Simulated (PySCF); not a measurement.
Al(Me)2 (C2H6Al), SMILES [CH3][Al+][CH3], charge +1. Heavy atoms are numbered as in [Al+:1]([CH3:2])[CH3:6]. Hydrogens are named by the atom that carries them.

The structure is a stationary point at TPSSh-D3(BJ)/def2-TZVP. The multiplicity is an assumed one; other spin states were not compared. The isomer is the one that the SMILES or the coordinates give; other isomers of the formula were not compared.

Calculation: B3LYP/pcSseg-1 (PySCF).

GIAO shieldings, no solvent; atoms alike by connectivity are averaged. δ = σ(ref) − σ: ¹³C against TMS (σ = 181.3 ppm); ¹H against TMS (σ = 31.68 ppm), references at their B3LYP-D3(BJ)/def2-TZVP geometries, non-relativistic.

| nucleus | atoms | count | δ (ppm) |
|---|---|---|---|
| ¹³C | C2 (CH3) | 2 | 1.3 |
| ¹H | H on C2 | 6 | 1.62 |
